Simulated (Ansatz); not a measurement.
**Cu⁺ ··· CH₃Cl**

The pair of Cu⁺ (SMILES [Cu+], atom 1) and CH₃Cl (SMILES CCl, atoms 2–6), both closed shells, in one local arrangement (a lower one may exist), relaxed at PBE0-D4/def2-TZVP:

```csv
atom,x (Å),y (Å),z (Å)
Cu1,-0.3286,1.9451,-1.7680
C2,0.1483,-0.5459,0.3550
Cl3,-0.6593,1.0738,0.2269
H4,-0.2975,-1.1983,-0.3890
H5,-0.0763,-0.8773,1.3655
H6,1.2135,-0.3976,0.2094
```

Ansatz 0.2.0; basis: def2-TZVPPD, with def2-QZVPPD for the basis limit; cores frozen in the correlated methods. The 3s and 3p shells of Cu and Zn are frozen; filled d shells are correlated. B3LYP uses VWN-RPA correlation. Extrapolation: Hartree–Fock as exp(−7.88 √X), correlation as X^−2.97. Interaction energies count from these two fragments, frozen as in the pair, with the counterpoise correction; negative means bound.

Question: What is the interaction energy by CCSD(T) at an estimated basis limit (MP2 extrapolated from triple and quadruple zeta, plus CCSD(T) − MP2 in triple zeta)? (To be estimated.)

Answer: Computed: -36.59 kcal/mol. Hartree–Fock alone gives -22.48 kcal/mol at the basis limit. It counts from the two fragments frozen as in the pair.

The same quantity by other methods in triple zeta, and each one's difference from that estimate:
```
   method  E_int (kcal/mol)  difference
   PBE-D4            -46.21       -9.62
revPBE-D4            -42.36       -5.77
  BLYP-D4            -45.15       -8.56
r2SCAN-D4            -45.91       -9.31
   B97M-V            -44.07       -7.47
  PBE0-D4            -40.13       -3.53
 B3LYP-D4            -40.84       -4.25
 HSE06-D4            -40.04       -3.44
  wB97X-V            -37.95       -1.35
  wB97M-V            -37.71       -1.12
   B2PLYP            -37.38       -0.79
       HF            -22.10       14.50
      MP2            -34.08        2.51
     CCSD            -30.51        6.08
  CCSD(T)            -32.20        4.40
```
Differences are method less estimate.

Question: Which atoms make the shortest contact between the fragments?

Answer: Cu1 and Cl3, 2.20 Å apart.

Energy to bend the free fragments (PBE0-D4 minima) into their shapes in the pair, CCSD(T)/def2-TZVPPD: CH₃Cl 0.38 kcal/mol. This must be added to the interaction energy to get the binding energy from relaxed fragments.

Basis-set superposition shift (counterpoise-corrected less uncorrected): CCSD(T) 1.50; MP2 1.35; HF 0.28; PBE0-D4 0.32; wB97M-V 0.30 kcal/mol.

No T1 diagnostic of these runs exceeds 0.018.

For scale, one of the runs: CCSD(T)/def2-TZVPPD, 206 basis functions, launched by `ansatz run in.yaml --threads 4 --pin off --events-out ev --progress --plain --max-ram 9574MiB`. Time: 46 s of wall clock on 4 CPU threads of an Arm Neoverse V1; the host was shared. Peak host memory: 2.5 GiB.
